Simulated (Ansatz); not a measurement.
Reaction (atomization): `COBCS` → B• + 2 C• + 7 H• + O• + S•

Gas-phase electronic energies from Ansatz, PBE0-D4/def2-TZVP geometries. CCSD(T)/CBS adds triple-zeta CCSD(T) − MP2 to the extrapolated MP2 energy (def2 sets, frozen cores). This one scheme is used for every species, atoms too. Functionals use def2-TZVPP. B3LYP here is the variant with VWN-RPA as its local correlation; programs differ in this. Open shells (•) are unrestricted, without spin–orbit coupling. Spin–orbit coupling would lower the free atoms: a little for B, C, O, S. One conformer a species, not always the lowest.

```json
{"level": "PBE-D4", "ΔE (kcal/mol)": "1104.6", "difference from CCSD(T)/CBS": "24.3"}
{"level": "r2SCAN-D4", "ΔE (kcal/mol)": "1087.6", "difference from CCSD(T)/CBS": "7.3"}
{"level": "PBE0-D4", "ΔE (kcal/mol)": "1086.8", "difference from CCSD(T)/CBS": "6.5"}
{"level": "B3LYP-D4", "ΔE (kcal/mol)": "1083.4", "difference from CCSD(T)/CBS": "3.1"}
{"level": "ωB97X-V", "ΔE (kcal/mol)": "1084.7", "difference from CCSD(T)/CBS": "4.4"}
{"level": "ωB97M-V", "ΔE (kcal/mol)": "1087.8", "difference from CCSD(T)/CBS": "7.5"}
{"level": "PBE", "ΔE (kcal/mol)": "1099.5", "difference from CCSD(T)/CBS": "19.2"}
{"level": "r2SCAN", "ΔE (kcal/mol)": "1086.3", "difference from CCSD(T)/CBS": "6.0"}
{"level": "PBE0", "ΔE (kcal/mol)": "1082.5", "difference from CCSD(T)/CBS": "2.2"}
{"level": "B3LYP", "ΔE (kcal/mol)": "1075.2", "difference from CCSD(T)/CBS": "-5.1"}
{"level": "MP2/def2-TZVPP", "ΔE (kcal/mol)": "1071.0", "difference from CCSD(T)/CBS": "-9.3"}
{"level": "CCSD/def2-TZVPP", "ΔE (kcal/mol)": "1039.7", "difference from CCSD(T)/CBS": "-40.6"}
{"level": "HF/def2-QZVPP", "ΔE (kcal/mol)": "803.2", "difference from CCSD(T)/CBS": "-277.1"}
{"level": "SCS-MP2/def2-QZVPP", "ΔE (kcal/mol)": "1082.9", "difference from CCSD(T)/CBS": "2.6"}
{"level": "MP2/CBS(def2)", "ΔE (kcal/mol)": "1096.6", "difference from CCSD(T)/CBS": "16.3"}
{"level": "CCSD/CBS(def2)", "ΔE (kcal/mol)": "1065.3", "difference from CCSD(T)/CBS": "-15.0"}
{"level": "CCSD(T)/CBS", "ΔE (kcal/mol)": "1080.3", "difference from CCSD(T)/CBS": "0"}
```

Largest T1 diagnostic among the species: 0.014.

In def2-TZVPP, CCSD(T) changes the Hartree–Fock value by +252.7 kcal/mol (the triples alone add +15.1 kcal/mol) and MP2 by +268.9 kcal/mol; breaking electron pairs costs correlation energy, which Hartree–Fock lacks. The D4 term adds +8.2 kcal/mol with B3LYP and +4.3 kcal/mol with PBE0; it sums over pairs of atoms, weighted by their polarisabilities, and B3LYP, whose exchange is more repulsive, gets the larger term. From PBE to PBE0 (25 % exact exchange), in def2-TZVPP and without D4, ΔE moves by −17.0 kcal/mol: exact exchange takes away binding that semilocal exchange gives to molecules.

For atomizations the MP2-based limit and the directly extrapolated one differ by several kJ/mol either way, and by 10 to 25 for some Ge, Se and Sn compounds, so smaller differences from it don't rank the levels.
